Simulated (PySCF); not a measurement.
**Worked example: oscillator strength and radiative lifetime**

H₃NSSe, SMILES S[Se]N.

The structure is a stationary point at B3LYP-D3(BJ)/def2-TZVP. One conformer was computed; it need not be the lowest.

TDDFT-PBE0/def2-SVPD (PySCF) puts the first singlet state with f over 0.02 at 5.46 eV (vertical), with the transition dipole (0.432, -0.286, 0.094) in atomic units.

Find the oscillator strength, the wavelength and the radiative lifetime that this transition would have in vacuum if emission retraced absorption.


|μ|² = 0.2773 au, so |μ| = 1.34 D. ΔE = 5.46/27.211 = 0.2007 hartree. f = (2/3) ΔE |μ|² = 0.037 (the program prints 0.037).
λ = 1239.84/5.46 = 227 nm; ν = 44038 cm⁻¹.
Einstein's coefficient A = 0.6670 ν² f s⁻¹ (ν in cm⁻¹) = 4.8e7 s⁻¹, so τ = 1/A = 21 ns. This state is S4; the lower singlets have f = 0.005, 0.004, 0.000. The figure is the radiative limit of this one transition; relaxation, internal conversion, crossing to triplets and a medium change what is measured.
